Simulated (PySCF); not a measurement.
C5H4ClF2 (doublet state).
SMILES with atom numbers: `[CH2:1][C@@H:2]1[CH:3]=[C:4]1[C:5]([F:6])([F:7])[Cl:8]` (hydrogens: H9, H10 on C1; H11 on C2; H12 on C3)

Cartesian coordinates in Å at the GFN2-xTB level; atoms count from 1:
```xyz
12
C5H4ClF2 angstrom
C     -1.8696   -0.0225    0.4487
C     -0.7311    0.8211    0.3009
C     -0.0684    0.9710   -1.0697
C      0.5906    0.2337   -0.2252
C      1.6559   -0.7185    0.0659
F      2.2552   -0.4937    1.2504
F      2.6415   -0.6908   -0.8541
Cl     0.9771   -2.3936    0.1104
H     -2.0083   -0.8653   -0.2007
H     -2.5958    0.1649    1.2143
H     -0.6541    1.6539    0.9919
H     -0.1918    1.3391   -2.0589
```

The hyperfine couplings belong to this conformer and change with its torsions.

Computed, not measured: PySCF 2.14.0, UKS B3LYP, pcH-1 on C Cl F H, non-relativistic, mean-field spin-orbit, GIAO. Isolated species at its GFN2-xTB geometry (one conformer only). A GFN2-xTB geometry isn't a minimum of the functional, and hyperfine couplings can be far from their values at a DFT geometry. No stability test was run, so a lower SCF solution isn't excluded.

Principal values of hyperfine tensors in MHz (contact, dipolar and spin–orbit terms together), for some of the nuclei:

```json
{"atom": "C4", "isotope": "13C", "A1": "77.21", "A2": "78.37", "A3": "107.85"}
{"atom": "C3", "isotope": "13C", "A1": "70.11", "A2": "71.13", "A3": "99.55"}
{"atom": "H10", "isotope": "1H", "A1": "-94.55", "A2": "-58.67", "A3": "-22.87"}
{"atom": "H9", "isotope": "1H", "A1": "-92.28", "A2": "-58.04", "A3": "-22.17"}
{"atom": "C2", "isotope": "13C", "A1": "-47.26", "A2": "-41.39", "A3": "-35.24"}
{"atom": "F7", "isotope": "19F", "A1": "13.83", "A2": "15.22", "A3": "55.39"}
{"atom": "C5", "isotope": "13C", "A1": "19.88", "A2": "20.41", "A3": "26.02"}
{"atom": "H12", "isotope": "1H", "A1": "17.07", "A2": "19.73", "A3": "28.01"}
```

Task: Give the isotropic coupling of each nucleus in MHz and in mT (g = 2.0023), and the anisotropic part.

Result: a_iso = (A1 + A2 + A3)/3, Ti = Ai − a_iso; 1 mT corresponds to 28.024 MHz. The tensors hold a spin–orbit part: the run splits a_iso into a_FC + a_SO, and T includes its anisotropic share.

```
atom  a_iso (MHz)    a_FC   a_SO  a_iso (mT)      T1      T2     T3
  C4        87.81   87.84  -0.03       3.133  -10.60   -9.44  20.04
  C3        80.26   80.30  -0.04       2.864  -10.15   -9.14  19.29
 H10       -58.70  -58.71   0.01      -2.095  -35.85    0.03  35.83
  H9       -57.50  -57.51   0.01      -2.052  -34.78   -0.54  35.32
  C2       -41.30  -41.31   0.01      -1.474   -5.96   -0.10   6.06
  F7        28.14   28.01   0.13       1.004  -14.32  -12.93  27.24
  C5        22.10   22.10   0.01       0.789   -2.22   -1.69   3.91
 H12        21.60   21.61   0.00       0.771   -4.53   -1.88   6.41
```

Task: What spin density at the nucleus of H10 lies behind its contact coupling (g_N = 5.58569)?

Result: a_FC = 800.24 MHz bohr³ × g_N × ρ(0)/(2S). With a_FC = -58.71 MHz and 2S = 1, ρ(0) = -0.01313 bohr⁻³. In magnitude that is 4.1 % of the 1/π = 0.318 of a free hydrogen atom.

Task: C1 (13C, g_N = 1.40482) isn't in the table. Its spin density at the nucleus is 0.06912 bohr⁻³. What is its contact coupling?

Result: By the same relation, a_FC = 77.7 MHz. The spin–orbit term adds -0.09 MHz. Its full tensor has the principal values 3.92, 4.80, 224.13 MHz.

Task: What first-order splitting does H10 cause when the field lies along A1, A2 or A3 of its tensor (g taken as isotropic, no quadrupole term)?

Result: 2 lines (I = 1/2), spaced by |A_i|/(g × 13.996): 3.37, 2.09, 0.82 mT along the axes of A1, A2 and A3.
